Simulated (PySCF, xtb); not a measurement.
MoOCl₄, SMILES [Cl][Mo]([Cl])([Cl])([Cl])=[O], multiplicity 1.

Harmonic wavenumbers (cm⁻¹) from GFN2-xTB (xtb) at its own minimum, in rising order: 66, 66, 175, 175, 178, 236, 240, 241, 302, 303, 316, 960.

Q: What does PySCF 2.14.0 with B3LYP-D3(BJ)/def2-SVP give at its own minimum? (Estimate from the structure and the level; the computed values follow.)

A: 40, 40, 149, 149, 196, 251, 251, 320, 382, 419, 419, 1015. Paired by order, the mean absolute difference is 48 cm⁻¹ and the zero-point energies are 4.7 and 5.2 kcal/mol.
